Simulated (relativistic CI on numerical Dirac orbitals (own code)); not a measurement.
# Spin-allowed bands of a d3 ion in an octahedral site, by hand

Problem. Take Δ = 18050 cm⁻¹ and B = 460 cm⁻¹ for a d3 ion in an octahedral site. Calculate the three spin-allowed bands.

Working.
1. The terms of highest spin are 4F (energy 0) and 4P (15B = 6900 cm⁻¹). Here the F term splits into A2 at −1.2Δ = -21660, T2 at −0.2Δ = -3610 and T1 at +0.6Δ = 10830 cm⁻¹.
2. The two T1 states mix through the element 0.4Δ: H = [[10830, 7220], [7220, 6900]], with roots ½(H₁₁ + H₂₂) ∓ ½√[(H₂₂ − H₁₁)² + 4H₁₂²] = ½(17730) ∓ ½(14965) = 1382 and 16348 cm⁻¹.
3. The ground term is 4A2 at -21660 cm⁻¹.
4. Bands: 4T2 18050 cm⁻¹ (554 nm), 4T1(F) 23042 cm⁻¹ (434 nm), 4T1(P) 38008 cm⁻¹ (263 nm).

Check. Exact diagonalisation of the whole d3 shell with these parameters gives 4T2 18050, 4T1 23042, 4T1 38008 cm⁻¹. The match is exact, since without spin-orbit coupling no other term has this spin. The ratio of the second band to the first, 1.277, depends on Δ/B = 39.2 alone, which is how a Tanabe-Sugano diagram is read.
